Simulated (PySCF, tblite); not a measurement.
C6H7FSi.
Structure used (GFN2-xTB), in Å, numbered top down from 1:
```
atom  x, y, z in Å
C1     3.7144    0.2256    1.4753
C2     2.6217    0.6661    1.2362
C3     1.3458    1.1749    0.9549
C4     0.3566    0.4537    0.3964
F5     0.5869   -0.8424    0.0808
C6    -0.9601    0.9489    0.0975
C7    -1.9434    0.2329   -0.4587
Si8   -1.8743   -1.5787   -0.9878
H9     4.6685   -0.1549    1.6857
H10    1.1629    2.2089    1.2074
H11   -1.1048    1.9894    0.3654
H12   -2.8813    0.7482   -0.6223
H13   -1.6238   -2.4323    0.1717
H14   -0.8687   -1.7586   -2.0327
H15   -3.2047   -1.8737   -1.5343
```

Level of theory: CAM-B3LYP/def2-SVPD in PySCF (dipole) on a GFN2-xTB geometry, gas phase.

Masses are those of the commonest isotopes; rigid-rotor values at the optimised geometry. The values belong to one conformer with, in the numbering `[CH:1]#[C:2]/[CH:3]=[C:4]([F:5])/[CH:6]=[CH:7]\[SiH3:8]`, C3–C4–C6–C7 180°.

(1) What are A, B and C (MHz)?

(2) What kind of rotor is it?

(3) Is it planar, by Δ = Ic − Ia − Ib?

(4) List the rotational levels J(Ka,Kc) to J = 4 (MHz).

(5) Which types of transition are allowed, and where do some lines up to J = 5 fall?

(6) Estimate the classical rotational partition function at 50 K, 100 K and 298.15 K.

## Answers

(1) Ia = 106.78, Ib = 609.03, Ic = 709.88 u·Å²; 505379 MHz·u·Å²/I gives A = 4733, B = 829.8, C = 711.9 MHz.

(2) A near-prolate asymmetric top. Ray's parameter κ = (2B − A − C)/(A − C) = -0.941; −1 is the prolate and +1 the oblate limit.

(3) Not planar: Δ = Ic − Ia − Ib = -5.93 u·Å². For a rigid frame Δ = −2 Σ m c², so Σ m c² = 2.96 u·Å² lies off the ab plane, practically all of it from hydrogen. The atom farthest from that plane is 1.21 Å away.

(4) Above 0(0,0):
J = 1: 1(0,1) 1542, 1(1,1) 5445, 1(1,0) 5563
J = 2: 2(0,2) 4623, 2(1,2) 8411, 2(1,1) 8764, 2(2,1) 20474, 2(2,0) 20477
J = 3: 3(0,3) 9237, 3(1,3) 12857, 3(1,2) 13565, 3(2,2) 25099, 3(2,1) 25113, 3(3,1) 44912, 3(3,0) 44912
J = 4: 4(0,4) 15378, 4(1,4) 18783, 4(1,3) 19962, 4(2,3) 31264, 4(2,2) 31304, 4(3,2) 51084, 4(3,1) 51085, 4(4,1) 78815, 4(4,0) 78815
The levels of one J sum to (2J + 1)J(J + 1)(A + B + C)/3.

(5) The dipole components are |μa| = 0.17 D, |μb| = 1.67 D, |μc| = 0.00 D; the mirror of this Cs structure is the ab plane, so μc vanishes by symmetry and there are no c-type lines. Intensities carry the squares of the components, which stand as 0.01 : 1.00 (a : b). Some lines, for components of 0.1 D or more:

```tsv
type	branch	J(Ka,Kc)	MHz	lower level (cm⁻¹)
a	Q	5(1,4) ← 5(1,5)	1767	0.873
a	R	3(1,3) ← 2(1,2)	4447	0.281
b	Q	4(1,3) ← 4(0,4)	4584	0.513
a	R	3(2,1) ← 2(2,0)	4636	0.683
a	R	3(1,2) ← 2(1,1)	4800	0.292
a	R	4(3,2) ← 3(3,1)	6172	1.498
a	R	4(1,3) ← 3(1,2)	6397	0.452
b	R	2(1,2) ← 1(0,1)	6869	0.051
a	R	5(0,5) ← 4(0,4)	7656	0.513
b	Q	2(2,1) ← 2(1,2)	12064	0.281
b	Q	3(2,2) ← 3(1,3)	12242	0.429
b	Q	4(2,3) ← 4(1,4)	12481	0.627
b	R	4(3,2) ← 3(2,1)	25972	0.838
b	Q	5(4,2) ← 5(3,3)	27728	1.961
b	R	4(4,0) ← 3(3,1)	33903	1.498
```

(6) Point group Cs, symmetry number σ = 1; q = (√π/σ)·√((kT/h)³/(ABC)), k/h = 20836.6 MHz/K: 35600 at 50 K, 101000 at 100 K, 519000 at 298.15 K.

Its GFN2-xTB frequencies are all real (lowest 49 cm⁻¹). No vibrational averaging or centrifugal distortion is included, and the geometry carries the error of its method. A rigid rotor knows nothing of internal rotation, which can split or shift real lines.

Time: 61 s; peak memory 1.0 GiB. Hardware: one thread, Arm Neoverse V1 (aarch64) (shared host). This is the CAM-B3LYP/def2-SVPD job that gave the dipole, with the excitations it also computed.
